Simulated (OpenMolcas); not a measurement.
**What dynamic correlation does to the levels of Mo**

```yaml
Program: OpenMolcas
Basis: ANO-R2 [7s5p4d2f1g]
Scalar_Hamiltonian: X2C, finite nucleus
Active_space: 6 electrons in 6 orbitals (4d 5s)
State_averaging: 2S+1 = 7 even, 1 root; 2S+1 = 5 even, 23 roots kept (CI in the orbitals of an earlier block); 2S+1 = 3 even, 30 roots kept (CI in the orbitals of an earlier block); 2S+1 = 1 even, 1 root kept (CI in the orbitals of an earlier block, 0 in the spin-orbit step)
Spin-orbit_coupling: state interaction with AMFI integrals over the reference wave functions, term energies averaged over their components
```

Methods on the same reference wave functions:
A. CASSCF
B. SS-CASPT2, IPEA 0.25 Eh, imaginary shift 0.1 Eh (closed shells correlated: 4s 4p)
C. MS-CASPT2, IPEA 0.25 Eh, imaginary shift 0.1 Eh (closed shells correlated: 4s 4p)

Energies in cm-1 above 4d5 5s 7S3, the measured ground level; measured values from NIST Handbook of Basic Atomic Spectroscopic Data.

```json
{"Level": "4d5 5s 7S3", "A": "0.0", "B": "0.0", "C": "0.0", "Measured": "0.0"}
{"Level": "4d5 5s 5S2", "A": "16715", "B": "10870", "C": "10880", "Measured": "10768"}
{"Level": "4d4 5s2 5D0", "A": "20754", "B": "11920", "C": "9810", "Measured": "10966"}
{"Level": "4d4 5s2 5D1", "A": "20833", "B": "12000", "C": "9940", "Measured": ""}
{"Level": "4d4 5s2 5D2", "A": "20992", "B": "12180", "C": "10210", "Measured": ""}
{"Level": "4d4 5s2 5D3", "A": "21236", "B": "12420", "C": "10610", "Measured": ""}
{"Level": "4d4 5s2 5D4", "A": "21596", "B": "12760", "C": "11120", "Measured": ""}
{"Level": "4d5 5s 5G4", "A": "22754", "B": "18720", "C": "18720", "Measured": ""}
{"Level": "4d5 5s 5G5", "A": "22754", "B": "18720", "C": "18720", "Measured": ""}
{"Level": "4d5 5s 5G3", "A": "22754", "B": "18720", "C": "18720", "Measured": ""}
{"Level": "4d5 5s 5G6", "A": "22754", "B": "18720", "C": "18720", "Measured": ""}
{"Level": "4d5 5s 5G2", "A": "22754", "B": "18720", "C": "18720", "Measured": "16641"}
{"Level": "4d5 5s 5P1", "A": "25959", "B": "21100", "C": "20730", "Measured": ""}
```

Deviations, from unrounded energies. A percentage is the sum of absolute deviations over the sum of measured energies, with the sign that they share, or ± where signs differ.

```json
{"Against measurement": "mean absolute deviation (cm-1)", "Levels": "3", "A": "7300", "B": "1000", "C": "1100"}
{"Against measurement": "other terms of the ground configuration (%)", "Levels": "2", "A": "+44.0", "B": "+8.0", "C": "+8.0"}
{"Against measurement": "other configurations (%)", "Levels": "1", "A": "+89.3", "B": "+8.7", "C": "-10.6"}
```

B lies closest to measurement on these levels and A furthest from it. The largest miss of B in the table is 4d5 5s 5G2, by +2100 cm-1. The ranking rests on the paired levels alone, and a cruder setting can come out closer through cancelling errors.

Between B and C the level of the table that moves most is 4d4 5s2 5D0, by 2100 cm-1 (lowest in C, highest in B). Moves below CASPT2's spread within the term are not significant.

The mean deviations of B to C differ by less than CASPT2's widest spread within a term (610 cm-1), so their order carries little weight.

From A to B the spin-free energies of the other terms of 4d5 5s shown, above 7S, scale by factors of 0.65 to 0.82.

The lowest spin-free term lies below A's lowest term by 0.382 hartree in B, 0.382 hartree in C.

Term energies are means over components that CASPT2 splits; among the terms shown or strongly mixed into the levels shown the widest spread is 610 cm-1 (4d5 5s 5G, C). Some high roots are left out of the spin-orbit mixing, which shifts the levels that they would mix with. Terms from blocks run as CI alone lack orbitals of their own. Configurations are named by rounded mean occupations; where the s occupation lies near a half they are strongly mixed, a name can repeat and a true partner stay unpaired. A single d shell beside an s shell can misplace configurations of different d count against each other. Without dynamic correlation excited terms often stand tens of per cent too high (terms of higher spin than the ground term too low), and those without a measured partner can miss by more than the paired ones (holds for A). Measured partners are found by configuration, term and J. A level has none where our copy of the source lacks it or the pairing is in doubt (some pairs that miss far off the trend of their configuration count as doubtful), and it then counts in no deviation. Only configurations of the active space appear. The table leaves out levels that lie high or whose names do not pair safely across all columns.
